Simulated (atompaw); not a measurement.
**K (Z = 19): variants of one PAW (atompaw) potential**

Base potential:

```json
{
 "Element": "potassium",
 "Generator": "atompaw 4.2.0.5",
 "Type": "PAW",
 "Functional": "LDA (PW92)",
 "Relativity": "scalar-relativistic",
 "Frozen core": "[Ne] 3s2",
 "Valence charge": "7",
 "Reference configuration": "3p6 4s0.5 4p0.5",
 "Partial waves": "4s (bound): rc 3.00 bohr; 4s channel at 1.35 Ry: rc 3.00 bohr; 3p (bound): rc 1.90 bohr; 4p (bound): rc 3.00 bohr; 3d channel at -0.05 Ry: rc 3.00 bohr; 3d channel at 0.7 Ry: rc 3.00 bohr",
 "Local potential": "ultrasoft scheme with l = 3 at 0.5 Ry, radius 2.95 bohr",
 "Core correction": "smooth core density matched at 2.40 bohr",
 "Augmentation charge": "besselshape compensation charge, radius 2.50 bohr; PAW radius 3.00 bohr; waves and projectors: custom polynom gramschmidtortho"
}
```

All-electron outer shells of the reference configuration (LDA (PW92), scalar-relativistic, ld1.x):

| shell | level (eV) | outermost node (bohr) | outermost maximum (bohr) |
| --- | --- | --- | --- |
| 3s | -35.95 | 0.48 | 1.07 |
| 3p | -19.60 | 0.45 | 1.15 |
| 4s | -2.79 | 1.58 | 3.98 |
| 4p | -1.16 | 1.87 | 5.71 |

Cutoffs, loose and tight: the cutoffs (Ry, on a coarse ladder) from which the occupation-weighted sum of valence levels, in a spherical-Bessel basis at the reference potential, stays within 10 and 1 mRy of its value at 400 Ry. They see the waves, projectors and local potential, not the compensation charge or the core. A dash means not determined.

A true bound ghost makes a file unfit for plane-wave use even where its test errors are small: the radial tests pick states by their node count and pass the ghost by.

```csv
change,outcome,"cutoff, loose","cutoff, tight",bound ghosts
base,generated,21 Ry,35 Ry,s
"all radii scaled by about 0.77 (s 2.30, p 1.46, d 2.30 bohr); local potential ultrasoft scheme with l = 3 at 0.5 Ry, radius 2.26 bohr; augmentation besselshape compensation charge, radius 1.92 bohr; PAW radius 2.30 bohr; waves and projectors: custom polynom gramschmidtortho; core correction smooth core density matched at 1.84 bohr",generated,25 Ry,45 Ry,s
"all radii scaled by about 0.83 (s 2.50, p 1.58, d 2.50 bohr); local potential ultrasoft scheme with l = 3 at 0.5 Ry, radius 2.46 bohr; augmentation besselshape compensation charge, radius 2.08 bohr; PAW radius 2.50 bohr; waves and projectors: custom polynom gramschmidtortho; core correction smooth core density matched at 2.00 bohr",generated,25 Ry,45 Ry,s
"all radii scaled by about 1.08 (s 3.24, p 2.06, d 3.24 bohr); local potential ultrasoft scheme with l = 3 at 0.5 Ry, radius 3.20 bohr; augmentation besselshape compensation charge, radius 2.70 bohr; PAW radius 3.24 bohr; waves and projectors: custom polynom gramschmidtortho; core correction smooth core density matched at 2.60 bohr",generated,18 Ry,30 Ry,s
"all radii scaled by about 1.21 (s 3.62, p 2.30, d 3.62 bohr); local potential ultrasoft scheme with l = 3 at 0.5 Ry, radius 3.56 bohr; augmentation besselshape compensation charge, radius 3.02 bohr; PAW radius 3.62 bohr; waves and projectors: custom polynom gramschmidtortho; core correction smooth core density matched at 2.90 bohr",generated,15 Ry,25 Ry,none
```

(1) What comes out with this change to the base: all radii scaled by about 1.28 (s 3.84, p 2.44, d 3.84 bohr); local potential ultrasoft scheme with l = 3 at 0.5 Ry, radius 3.78 bohr; augmentation besselshape compensation charge, radius 3.20 bohr; PAW radius 3.84 bohr; waves and projectors: custom polynom gramschmidtortho; core correction smooth core density matched at 3.08 bohr?

(2) What comes out with this change to the base: all radii scaled by about 0.92 (s 2.76, p 1.74, d 2.76 bohr); local potential ultrasoft scheme with l = 3 at 0.5 Ry, radius 2.70 bohr; augmentation besselshape compensation charge, radius 2.30 bohr; PAW radius 2.76 bohr; waves and projectors: custom polynom gramschmidtortho; core correction smooth core density matched at 2.20 bohr?

(3) What comes out with this change to the base: all radii scaled by about 1.04 (s 3.12, p 1.98, d 3.12 bohr); local potential ultrasoft scheme with l = 3 at 0.5 Ry, radius 3.06 bohr; augmentation besselshape compensation charge, radius 2.60 bohr; PAW radius 3.12 bohr; waves and projectors: custom polynom gramschmidtortho; core correction smooth core density matched at 2.50 bohr?

Results:

(1) outcome: generated; cutoff, loose: 12 Ry; cutoff, tight: 25 Ry; bound ghosts: none.

(2) outcome: generated; cutoff, loose: 21 Ry; cutoff, tight: 40 Ry; bound ghosts: s.

(3) outcome: generated; cutoff, loose: 18 Ry; cutoff, tight: 35 Ry; bound ghosts: s.

Reading the sweep of the scale of all radii (base = 1) (base included, trends over the rows without a ghost): Bound ghosts are found at 0.77, 0.83, 0.92, 1, 1.04, 1.08.
